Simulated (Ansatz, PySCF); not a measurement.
Reaction (SMILES): F[SiH2]F [difluorosilane] + 2 [H][H] (H2) → 2 F (HF) + [SiH4] (SiH4)
Structures are relaxed separately at B3LYP-D3(BJ)/def2-TZVP in Ansatz (an electronic-structure program).

Quantity: energy of full hydrogenation (electronic energy difference), in kJ/mol. Correlated levels leave the core frozen unless marked. No spin-orbit coupling. Non-relativistic. Basis-set limits of correlation are two-point, X^-3; Hartree-Fock from the larger set. [CCSD(T)-MP2]/basis is that difference in the basis named.

```json
[
 {"level": "HF/cc-pV(D+d)Z", "program": "Ansatz", "energy of full hydrogenation (kJ/mol)": "193.1", "minus last row": "-51.7"},
 {"level": "BHLYP-D4/def2-TZVPD", "program": "Ansatz + dftd4", "energy of full hydrogenation (kJ/mol)": "244.4", "minus last row": "-0.4"},
 {"level": "M06-2X/def2-TZVPD", "program": "PySCF", "energy of full hydrogenation (kJ/mol)": "257.7", "minus last row": "12.9"},
 {"level": "MP2/6-31G*", "program": "Ansatz", "energy of full hydrogenation (kJ/mol)": "321.2", "minus last row": "76.4"},
 {"level": "CCSD(T)/cc-pVTZ", "program": "Ansatz", "energy of full hydrogenation (kJ/mol)": "228.2", "minus last row": "-16.6"},
 {"level": "RI-MP2/CBS(cc-pV(T+d)Z,cc-pV(Q+d)Z)+[CCSD(T)-MP2]/cc-pV(Q+d)Z", "program": "Ansatz", "energy of full hydrogenation (kJ/mol)": "242.8", "minus last row": "-2.0"},
 {"level": "CCSD(T)/CBS(cc-pV(T+d)Z,cc-pV(Q+d)Z)", "program": "Ansatz", "energy of full hydrogenation (kJ/mol)": "244.8", "minus last row": "0.0"}
]
```
